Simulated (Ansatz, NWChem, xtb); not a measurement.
Ligand exchange: I2 + KOH → HOI + KI

Gas-phase species: I2 (iodine), singlet; KOH `[OH][K]`, singlet; HOI (hypoiodous acid) `OI`, singlet; KI (Potassium Iodide), singlet. The partners trade I for OH: I–I and K–OH bonds give way to I–OH and K–I.

Shapes, held fixed at every level: PBE0-D4/def2-TZVP; KI at the measured bond length. Programs: Ansatz 0.2.0, NWChem 7.3.0, xtb 6.7.1. Electronic energies: no zero-point or thermal term.

```csv
level,kind,ΔE (kJ/mol)
GFN1-xTB,semi-empirical,+40.0
SVWN5/STO-3G,LDA,-243.7
BLYP/STO-3G,GGA,-237.3
revPBE/STO-3G,GGA,-242.6
PBE0/STO-3G,global hybrid,-271.2
HSE06/STO-3G,range-separated hybrid,-270.6
B2PLYP/STO-3G,double hybrid,-276.1
CCSDT(Q)/STO-3G,coupled cluster or CI,-310.6
PBE0/def2-SVP,global hybrid,-52.1
```

PBE0/def2-SVP gives ΔE = -52.1 kJ/mol; the levels span -310.6 to +40.0. They disagree on the sign: 1 of 9 are positive. GFN1-xTB strays far from the other rows. The median of the levels is -243.7. No measured value is set beside it here. T1 is large for KOH (0.029), so single-reference values are less sure there. For atoms past krypton def2 sets carry core potentials with scalar relativity. All-electron rows are non-relativistic unless named. Outer-core shells of I, K are correlated, in sets that cover them unevenly. Sets without diffuse functions underbind ionic bonds of s-block metals. Rows in sets without polarisation functions are far from converged.
